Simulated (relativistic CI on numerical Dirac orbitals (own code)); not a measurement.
**Rh⁺: 4d valence photoemission**

Computed with this model: Dirac-Coulomb-Breit CI, KLI orbitals optimised for each configuration, model QED (radiative potential, 1s self-energy scaled to tabulated hydrogen-like ionisation energies), valence Slater integrals scaled by 0.7, multiplet model of photoemission in the sudden approximation; configurations [Kr] 4d8 → [Kr] 4d7; 300 K; Lorentzian 0.3 eV and Gaussian 0.5 eV FWHM. Energies are those of the free ion, without screening or charge transfer. The energies are binding energies and can lie tens of eV above those of solids. S is read from ⟨S²⟩ = S(S + 1).

Field parameters in Wybourne normalisation: D3d B²₀ = −7Dσ, B⁴₀ = −14Dq − 21Dτ, B⁴₃ = −14√(10/7) Dq. The field is a parameter set, without covalency.

Computed curve for D3d, 10Dq = 16750, Dσ = -1200, Dτ = 300 cm⁻¹, scaled to 100 at the maximum (points under 2 are left out and the grid is thinned):

| Energy (eV) | Intensity |
| --- | --- |
| 15.4 | 2.2 |
| 15.5 | 2.5 |
| 15.7 | 3.3 |
| 15.8 | 3.9 |
| 16.0 | 5.8 |
| 16.1 | 7.6 |
| 16.3 | 15.1 |
| 16.4 | 22.1 |
| 16.6 | 43.0 |
| 16.7 | 53.2 |
| 16.9 | 61.3 |
| 17.0 | 59.5 |
| 17.2 | 61.4 |
| 17.3 | 70.0 |
| 17.5 | 93.9 |
| 17.6 | 100.0 |
| 17.8 | 86.5 |
| 17.9 | 70.3 |
| 18.1 | 38.4 |
| 18.2 | 28.2 |
| 18.4 | 21.2 |
| 18.5 | 23.2 |
| 18.7 | 34.2 |
| 18.8 | 40.3 |
| 19.0 | 44.6 |
| 19.1 | 41.7 |
| 19.3 | 31.0 |
| 19.4 | 25.5 |
| 19.6 | 16.2 |
| 19.7 | 12.4 |
| 19.9 | 7.0 |
| 20.0 | 5.5 |
| 20.2 | 4.0 |
| 20.3 | 3.8 |
| 20.5 | 3.7 |
| 20.6 | 3.6 |
| 20.8 | 3.5 |
| 20.9 | 3.2 |
| 21.1 | 2.6 |
| 21.2 | 2.2 |

The ground state has S = 1.00, and the centroid lies at 17.86 eV.
